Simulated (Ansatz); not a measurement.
`C[O][AlH][Cl]` + Cl• → `C[O][Al][Cl]`• + HCl  (hydrogen abstraction from the Al–H bond)

Isolated molecules relaxed with PBE0-D4/def2-TZVP in Ansatz; ΔE leaves out vibrations. CCSD(T)/CBS adds triple-zeta CCSD(T) − MP2 to the extrapolated MP2 energy (def2 sets, frozen cores). This one scheme is used for every species, atoms too. Functionals use def2-TZVPP. B3LYP here is the variant with VWN-RPA as its local correlation; programs differ in this. Open shells (•) are unrestricted, without spin–orbit coupling. Spin–orbit coupling would lower the free atoms: a little for Cl. One conformer a species, not always the lowest.

`C[O][AlH][Cl]`:

Z-matrix (Å, degrees):
```
C
O 1 1.400
H 1 1.094 2 109.9
H 1 1.096 2 112.3 3 120.6
H 1 1.094 2 109.8 3 -118.7
Al 2 1.672 1 136.5 3 -120.3
Cl 6 2.097 2 118.9 1 -0.0
H 6 1.563 2 119.8 1 180.0
```

`C[O][Al][Cl]`•:

Z-matrix (Å, degrees):
```
C
O 1 1.402
H 1 1.094 2 109.8
H 1 1.095 2 112.2 3 120.6
H 1 1.094 2 109.8 3 -118.7
Al 2 1.678 1 137.2 3 -121.4
Cl 6 2.117 2 119.4 1 0.1
```

HCl:

Z-matrix (Å, degrees):
```
Cl
H 1 1.279
```

```
             level  ΔE (kcal/mol)  difference from CCSD(T)/CBS
       LDA (SPW92)          -28.8                        -11.1
            PBE-D4          -23.4                         -5.7
         revPBE-D4          -22.5                         -4.8
           BLYP-D4          -18.8                         -1.1
          B3LYP-D4          -17.3                          0.4
            B2PLYP          -17.0                          0.7
            r2SCAN          -21.3                         -3.6
             B3LYP          -17.1                          0.6
         CAM-B3LYP          -16.0                          1.7
RPA@PBE/def2-TZVPP          -12.0                          5.7
       HF/def2-SVP           -4.7                         13.0
      MP2/def2-SVP          -14.0                          3.7
  CCSD(T)/def2-SVP          -11.3                          6.4
     HF/def2-QZVPP           -8.1                          9.6
      HF/CBS(def2)           -8.1                          9.6
     MP2/CBS(def2)          -21.7                         -4.0
       CCSD(T)/CBS          -17.7                            0
```

**Question.** What do rigid-rotor, harmonic-oscillator terms from PBE0-D4/def2-TZVP frequencies (298.15 K, 1 bar) make of the CCSD(T)/CBS value? (Estimate.)

**Answer.** Ansatz gave: ΔZPE = -0.4 kcal/mol, ΔH = -17.6 kcal/mol, ΔS = 23 J/(mol·K), ΔG = -19.2 kcal/mol. Open shells count their whole term as degenerate.

Largest T1 diagnostic among the species: 0.013.

From PBE to PBE0 (25 % exact exchange), in def2-TZVPP and without D4, ΔE moves by +2.6 kcal/mol. At CCSD(T), def2-SVP lies +6.4 kcal/mol from the extrapolated value and def2-TZVPP +1.5 kcal/mol.

CCSD(T)/CBS has its own doubt, a few kJ/mol and more with outer-core shells, so smaller differences from it don't rank the levels.
